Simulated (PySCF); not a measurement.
Spinor energies of Sn³⁷⁺ (tin, charge +37)

Start: [Ne] 3s2 3p1; 3p3/2 filled at m_j = +3/2. Calculated with PySCF 2.14 in an uncontracted even-tempered set (18 s from 7.3 bohr⁻², ratio 2.4; 14 p from 9.5 bohr⁻², ratio 2.4; 4 d from 33 bohr⁻², ratio 2.6; 4 f from 49 bohr⁻², ratio 2.6): generalised Hartree-Fock with the X2C-1e Hamiltonian and a Gaussian nucleus; one run each with spin-orbit coupling (SO) screened by Boettger's factors, then bare. This is a chosen level, not necessarily the ground level.

| spinor shell | electrons | ε, screened SO (eV) | ε, bare SO (eV) | weight of nominal j (bare SO) | rms radius, bare SO (bohr) |
| --- | --- | --- | --- | --- | --- |
| 1s1/2 | 2 | -31579.7 | -31579.6 | 1.000 | 0.0332 |
| 2s1/2 | 2 | -6634.2 | -6634.1 | 1.000 | 0.133 |
| 2p1/2 | 2 | -6345.2 | -6352.6 | 1.000 | 0.115 |
| 3s1/2 | 2 | -2607.8 | -2607.8 | 1.000 | 0.321 |
| 3p3/2 | 1 | -2465.6 | -2464.8 | 1.000 | 0.315 |

Question: Where does 2p3/2 lie, and what is the 2p spin-orbit splitting (bare SO)?

Answer: At -6104.2 eV, 248.48 eV above 2p1/2.

```tsv
quantity	screened SO	bare SO
E (hartree)	-5005.08476	-5005.16473
M_J	3/2	3/2
⟨J²⟩	3.751	3.751
⟨L²⟩	2.006	2.007
⟨S²⟩	0.756	0.756
```

Each row is a mean over spinors that exchange with the open shell spreads, by up to 17.816 eV (3s1/2).

Breit and QED terms are absent; they matter most for the inner s and p1/2 levels.

Densities and radii are taken from the X2C orbitals without a picture-change correction, which distorts them close to the nucleus.
